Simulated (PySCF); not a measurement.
**Computed properties of methylcyclobutane (C5H10), SMILES CC1CCC1**

methylcyclobutane (C5H10), SMILES C1CC(C1)C. Geometry optimised at B3LYP-D3(BJ)/def2-SVP. Other conformers were not sampled. All values are computed for the isolated molecule unless a solvent is named; none is compared with measurement here.

**Structure.** The optimised structure has Cs symmetry. All 39 harmonic modes at B3LYP-D3(BJ)/def2-SVP (PySCF) are real, so it is a minimum. With heavy atoms numbered as in [CH3:1][CH:2]1[CH2:3][CH2:4][CH2:5]1, the shortest bond between them is C1–C2 at 1.518 Å and the longest C2–C5 at 1.553 Å.

**Vibrations.** The strongest infrared lines (harmonic, unscaled, degenerate partners summed) lie at 3115 cm⁻¹ (71 km/mol, H 90 %, C 10 %), 3039 cm⁻¹ (60 km/mol, H 95 %), 3096 cm⁻¹ (32 km/mol, H 91 %, C 9 %). The softest mode is at 142 cm⁻¹ and the zero-point energy is 86.7 kcal/mol.

**Electronic structure.** M06-2X/def2-TZVP (PySCF) places the frontier levels at -9.51 and 1.90 eV, a gap of 11.41 eV, and gives a dipole moment of 0.11 D and a mean polarisability of 59.0 bohr³. PBE/def2-TZVP (PySCF) at the same geometry gives -6.97 and 0.49 eV, so its gap is 3.95 eV narrower. An orbital gap is neither the optical nor the fundamental gap.

**Excitations.** TDDFT-CAM-B3LYP/def2-SVPD (PySCF) has S1 at 8.28 eV (150 nm, f = 0.001, dark); the most intense of the 10 singlets computed lies at 8.34 eV (f = 0.06). T1 (TDA) is at 8.10 eV. TDDFT-PBE/def2-SVPD (PySCF) puts S1 at 7.24 eV. No vertical singlet excitation falls in the visible range (under 3.1 eV).

**NMR.** GIAO shifts at B3LYP/pcSseg-1 (PySCF) (non-relativistic, atoms alike by connectivity averaged): ¹³C from 23.1 to 38.0 ppm against TMS; ¹H from 1.4 to 2.5 ppm against TMS.

**Solvation.** SMD-PBE0/def2-SVP (PySCF) gives 1.6 kcal/mol in water, -3.6 kcal/mol in chlorobenzene, -2.7 kcal/mol in 2-propanol (1 M in both phases, gas-phase geometry); of these solvents chlorobenzene holds the molecule best.
